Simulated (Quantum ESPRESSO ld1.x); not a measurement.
The numbers below are computed, except where a source is named.
Task: These are the eigenvalues of the occupied orbitals of an atom or ion with whole-number occupations (hartree). Code: ld1.x of Quantum ESPRESSO 7.5. Model: scalar-relativistic Kohn-Sham, LDA (Slater exchange, Perdew-Zunger correlation), spin-polarised, spherical densities, point nucleus.

| orbital | eigenvalue |
|---|---|
| 1s up | -786.283 |
| 1s down | -786.277 |
| 2s up | -129.478 |
| 2s down | -129.258 |
| 2p up | -118.129 |
| 2p down | -117.958 |
| 3s up | -37.2143 |
| 3s down | -36.9537 |
| 3p up | -33.4821 |
| 3p down | -33.2186 |
| 3d up | -27.6588 |
| 3d down | -27.3561 |

Which element is it, and in what charge state? The configuration may be excited. Open shells, if any, are filled with parallel spins first.

Result: Z = 43, technetium, charge +18: Tc18+ in [Ar] 3d7. The list shows which subshells hold electrons but not how many an open one holds; the 1s level, -786.28 hartree, gives Z - s = 39.7 by -(Z - s)^2/2, which with screening and relativity narrows Z to a few neighbours, and the depths of the outer levels then fix element, charge and occupations together.
